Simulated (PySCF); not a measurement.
## From PBE0 to CCSD(T): MTe along the alkali metals

PBE0 and CCSD(T) in PySCF with def2-SVP on every atom (core potentials on Rb, Te, Cs), for the lowest determinant that a PBE0 search found; no spin–orbit coupling.

```tsv
molecule	state (unpaired electrons)	PBE0 Re (Å)	PBE0 ωe (cm⁻¹)	PBE0 De (eV)	CCSD(T) Re (Å)	CCSD(T) ωe (cm⁻¹)	CCSD(T) De (eV)
LiTe	doublet (π ↑)	2.481	459	2.56	2.517	446	2.22
NaTe	doublet (π ↑)	2.806	233	2.12	2.851	228	1.86
KTe	doublet (π ↑)	3.180	167	2.18	?	?	?
RbTe	doublet (π ↑)	3.338	125	2.17	3.371	125	1.77
CsTe	doublet (π ↑)	3.497	107	2.27	3.552	107	1.85
```

Problem. Estimate the CCSD(T) values of KTe by adding the mean shift from PBE0 to CCSD(T) of the other rows, and compare with the calculation.

Solution. The mean shifts are +4.2 pm, -4 cm⁻¹ and -0.35 eV, which give 3.222 Å, 162 cm⁻¹ and 1.83 eV. CCSD(T)/def2-SVP gives Re = 3.243 Å, ωe = 161 cm⁻¹, De = 1.85 eV.

Problem. What are the mean differences of PBE0 from CCSD(T) over the whole series?

Solution. Re -4.6 pm, ωe +5 cm⁻¹, De +0.35 eV.

In a basis of this size CCSD(T) is itself not converged; it tends to give bonds that are too long and too weak.

Correlated steps freeze the inner cores (4 to 9 orbitals); shallow outer-core shells are correlated. Correlated levels converge slowly with the basis: in double zeta they bind strong bonds too weakly, by up to about 1 eV, and carry superposition errors of some tenths. These are scalar-relativistic numbers at best; spin–orbit coupling would shift them, the dissociation energy most. States were picked by a PBE0 search and need not be the measured ground states.
